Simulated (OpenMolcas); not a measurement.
Cu3+ (d8) among equal point charges was computed by CASSCF with the d shell active (OpenMolcas, ANO-RCC-VDZP on the metal). Its lowest spin-free states, and all those of the highest spin:

```json
{"2S+1": "3", "Degeneracy": "3", "E (cm-1)": "0.0"}
{"2S+1": "3", "Degeneracy": "3", "E (cm-1)": "533.1"}
{"2S+1": "3", "Degeneracy": "1", "E (cm-1)": "1197"}
{"2S+1": "1", "Degeneracy": "3", "E (cm-1)": "18444"}
{"2S+1": "1", "Degeneracy": "2", "E (cm-1)": "18762"}
{"2S+1": "3", "Degeneracy": "3", "E (cm-1)": "22411"}
{"2S+1": "1", "Degeneracy": "3", "E (cm-1)": "28624"}
{"2S+1": "1", "Degeneracy": "2", "E (cm-1)": "28899"}
{"2S+1": "1", "Degeneracy": "3", "E (cm-1)": "28948"}
{"2S+1": "1", "Degeneracy": "1", "E (cm-1)": "29062"}
{"2S+1": "1", "Degeneracy": "1", "E (cm-1)": "70531"}
```

Question: Is the site octahedral, tetrahedral or cube-like, axial, or of lower symmetry?

Answer: The states with 2S+1 = 3 have orbital degeneracies 3, 3, 1, 3. Threefold states need a cubic site. For d8 at this spin an octahedron puts the single A2 below the threefold T2 and a tetrahedron or cube puts the threefold T1 below the threefold T2, so the site is a tetrahedron or a cube, which this pattern cannot tell apart. The run had Cu3+ among 4 point charges of -2 e arranged as a tetrahedron (Td), 2.24 Å from the ion.

An orbital triplet at a regular site is open to Jahn-Teller coupling, which can distort the site and quench the lowest spin-orbit gaps and is left out. Without dynamic correlation the repulsion within the d shell is too large (B by tens of per cent), so at a given field states of lower spin stand too high. The ground term spreads over less than 5000 cm-1, several times less than with real ligands, so orbital moments are less quenched and χT lies further from the spin-only value than at real sites. This is an electrostatic model: the charges have no orbitals. No measured value stands beside these numbers.
